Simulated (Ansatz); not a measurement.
Calculated with Ansatz (gas phase, PBE0-D4/def2-TZVP geometries, no zero-point term in ΔE). CCSD(T)/CBS adds triple-zeta CCSD(T) − MP2 to the extrapolated MP2 energy (def2 sets, frozen cores). This one scheme is used for every species. Functionals use def2-TZVPP. For Br outer-core shells are correlated without core-valence functions, which leaves a few kJ/mol of doubt a bond. Scalar relativity is left out up to krypton. One conformer a species, not always the lowest.

Consider the ligand exchange at the Si–C bond: `CC[SiH](F)Br` + `N[SiH3]` → `F[SiH](Br)N[SiH3]` + `CC`.

```csv
level,ΔE (eV)
r2SCAN,-0.81
MP2/CBS(def2),-0.84
```

(1) What does CCSD(T)/CBS give? (Estimate.)

Largest T1 diagnostic among the species: 0.010.

Results:

(1) Computed: -0.83 eV. The listed levels differ from it by 0.02, -0.01 eV.

From PBE to PBE0 (25 % exact exchange), in def2-TZVPP and without D4, ΔE moves by −0.03 eV. In def2-TZVPP, CCSD(T) changes the Hartree–Fock value by +0.08 eV (the triples alone add +0.01 eV) and MP2 by +0.07 eV.
